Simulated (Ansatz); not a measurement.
`[Cl][GeH]([Cl])[Cl]` + `CC[SeH]` → `[Cl][GeH]([Cl])[SeH]` + `CCCl`  (formal exchange of groups at a Ge–Cl bond)

Program: Ansatz. Geometries: PBE0-D4/def2-TZVP. ΔE: electronic, gas phase. CCSD(T)/CBS is the MP2 limit (def2-TZVPP, def2-QZVPP) plus CCSD(T) − MP2 in def2-TZVPP, frozen cores. Functionals use def2-TZVPP. For Ge, Se outer-core shells are correlated without core-valence functions, which leaves a few kJ/mol of doubt a bond. Scalar relativity is left out up to krypton. One conformer a species, not always the lowest.

(1) Is it downhill or uphill in electronic energy at CCSD(T)/CBS, and by how much? (An estimate is asked.)

(2) What do these levels give: PBE-D4, r2SCANh-D4, ωB97M-V, B2PLYP, PBE, revPBE, r2SCAN, RPA@PBE/def2-TZVPP, CCSD/def2-SVP, CCSD(T)/def2-SVP, MP2/def2-QZVPP, SCS-MP2/def2-QZVPP? (Estimate.)

(3) What do rigid-rotor, harmonic-oscillator terms from PBE0-D4/def2-TZVP frequencies (298.15 K, 1 bar) make of the CCSD(T)/CBS value? (Estimate.)

Largest T1 diagnostic among the species: 0.009.

Results:

(1) The calculation gave: Uphill: ΔE = +22.0 kJ/mol.

(2) Computed: PBE-D4 17.7, r2SCANh-D4 21.3, ωB97M-V 23.2, B2PLYP 23.2, PBE 17.9, revPBE 18.2, r2SCAN 21.3, RPA@PBE/def2-TZVPP 25.9, CCSD/def2-SVP 27.0, CCSD(T)/def2-SVP 26.8, MP2/def2-QZVPP 25.1, SCS-MP2/def2-QZVPP 25.8 kJ/mol.

(3) Computed: ΔZPE = -0.1 kJ/mol, ΔH = +22.6 kJ/mol, ΔS = 14 J/(mol·K), ΔG = +18.5 kJ/mol.

From BLYP to BHLYP (50 % exact exchange), in def2-TZVPP and without D4, ΔE moves by +3.6 kJ/mol. At CCSD(T), def2-SVP lies +4.8 kJ/mol from the extrapolated value and def2-TZVPP +4.3 kJ/mol. Leaving LDA and LC-ωPBE aside and taking each functional with its dispersion term where it has one, the values, not all of them listed here, spread over 10.7 kJ/mol, from PBE-D4 to B97M-V.
